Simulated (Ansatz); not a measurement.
Reaction: CH5BN (SMILES B[N]C, doublet) → CH5BN (SMILES [BH]NC, doublet)
Each species at its own B3LYP-D3(BJ)/def2-TZVP minimum (Ansatz, a first-principles code).

Property: isomerisation energy (electronic), in kcal/mol. UHF or UKS for unpaired electrons; spin-orbit terms are left out. CBS(X,Y): correlation extrapolated as X^-3, Hartree-Fock from the larger set. A bracket is a step between two methods taken in the basis named. Functionals run without relativity, which enters their misses. Double hybrids freeze cores in their MP2 part. 'core' is core correlation in cc-pwCVTZ, 'X2C' scalar relativity in cc-pVTZ-DK, both at CCSD(T). The UHF reference of CH5BN (B[N]C, doublet) is spin-contaminated (<S^2> up to 0.03 over the pure value in the sets run).

CCSD(T)/CBS(cc-pVTZ,cc-pVQZ) + [CCSDT(Q) - CCSD(T)]/cc-pVDZ + core + X2C (Ansatz) gives -3.8 kcal/mol.

Q: How far off this value is PBE/def2-TZVPD (Ansatz), in which direction, and how far these levels: B3LYP/def2-TZVPD, PBE0/def2-TZVPD, B2PLYP/def2-TZVPD, CCSD(T)/CBS(cc-pVTZ,cc-pVQZ) + core + X2C?

A: PBE gives 0.7 kcal/mol, 4.5 kcal/mol above it. Differences of the others: B3LYP/def2-TZVPD (Ansatz) 5.0; PBE0/def2-TZVPD (Ansatz) 2.2; B2PLYP/def2-TZVPD (Ansatz) 2.2; CCSD(T)/CBS(cc-pVTZ,cc-pVQZ) + core + X2C (Ansatz) -0.2 kcal/mol.
